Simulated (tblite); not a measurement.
C8H15P.
Geometry (GFN2-xTB, Å), atoms numbered from 1 in this order:
```
atom  x, y, z in Å
C1     3.1976   -0.8035    0.5194
C2     2.0542   -0.1950    0.7965
C3     1.4832    0.8589   -0.0466
P4     0.5030    2.2232    0.7912
C5     0.0284    0.9431   -0.4588
C6    -1.0482   -0.1021   -0.1935
C7    -1.1609   -0.5143    1.2749
C8    -2.3834    0.5185   -0.6222
C9    -0.7467   -1.3331   -1.0555
H10    3.7641   -0.5716   -0.3680
H11    3.6098   -1.5596    1.1648
H12    1.5189   -0.4397    1.7018
H13    2.1766    1.1927   -0.8159
H14    0.8296    3.2070   -0.1529
H15   -0.0811    1.3413   -1.4664
H16   -2.1255   -0.9856    1.4526
H17   -1.0832    0.3601    1.9211
H18   -0.3892   -1.2282    1.5468
H19   -2.5952    1.3940   -0.0112
H20   -2.3532    0.8254   -1.6657
H21   -3.1943   -0.1958   -0.4997
H22   -1.5055   -2.0965   -0.8999
H23    0.2240   -1.7492   -0.7941
H24   -0.7346   -1.0701   -2.1111
```

Computed values, GFN2-xTB/tblite, gas phase, harmonic and unscaled. Errors from tens to a few hundred cm⁻¹ against measured bands are possible. Modes of hydrogen on phosphorus can be 10 to 20 % off. One conformer, not necessarily the lowest.

Harmonic wavenumbers (cm⁻¹): 35.3, 56.2, 140.5, 166.5, 218.0, 221.7, 251.9, 255.1, 264.7, 309.8, 344.6, 390.0, 402.0, 456.5, 519.6, 632.7, 669.0, 706.4, 762.1, 781.0, 866.9, 881.1, 892.7, 959.4, 960.9, 967.4, 974.0, 984.1, 999.7, 1025.2, 1038.4, 1044.3, 1104.6, 1198.6, 1224.2, 1234.0, 1251.2, 1291.9, 1316.6, 1331.5, 1402.7, 1404.5, 1420.0, 1425.7, 1483.0, 1491.5, 1495.9, 1504.9, 1509.5, 1514.4, 1686.6, 2232.4, 2966.2, 2983.5, 3000.9, 3021.8, 3025.8, 3026.8, 3030.3, 3031.4, 3036.1, 3038.4, 3053.4, 3084.6, 3097.7, 3129.1.

A = 1741, B = 1107, C = 834.0 MHz; mass 142.091 u (most abundant isotopes); point group C1, symmetry number 1.

Task: Zero-point energy?

Result: ½Σν̃ = 45114 cm⁻¹ = 539.68 kJ/mol.

Task: Entropy at 350 K, 1 bar (ideal gas, RRHO, classical rotation)?

Result: Translation 174.00, rotation 126.19, vibration 166.96: S = 467.2 J/(mol K).

Task: And Cp and H(350 K) − H(0)?

Result: Cp = 214.95 J/(mol K), of which vibrations give 181.70 (their classical limit is 66 R = 548.8); H(350 K) − H(0) = 42.85 kJ/mol without the zero-point energy, 31.21 from vibrations.

Task: Which modes carry the vibrational entropy at 350 K?

Result: 35.3 cm⁻¹: 24.37; 56.2 cm⁻¹: 20.52; 140.5 cm⁻¹: 12.99; 166.5 cm⁻¹: 11.63; 218.0 cm⁻¹: 9.50; 221.7 cm⁻¹: 9.37 J/(mol K); the other 60 give 78.59 together.

Task: How do the functions run with temperature in this model?

Result: 
```tsv
T (K)	S (J/(mol K))	Cp (J/(mol K))	H − H(0) (kJ/mol)	G − H(0) (kJ/mol)	ln q(vib)
50	250.7	53.9	2.13	-10.40	0.70
100	296.8	83.3	5.54	-24.14	1.94
298.15	434.9	187.4	32.41	-97.27	7.77
373.15	481.3	226.9	47.96	-131.64	10.07
500	556.2	286.0	80.62	-197.49	13.97
750	689.4	370.4	163.43	-353.60	21.55
1000	804.1	426.5	263.49	-540.64	28.72
```

q(vib) and H(0) count from the zero-point level.

Hindered rotation and anharmonicity are outside this model. Other conformers, if any are populated, would add a mixing term that is left out. The structure is chiral; the term R ln 2 for an equal mix with its mirror image is left out.
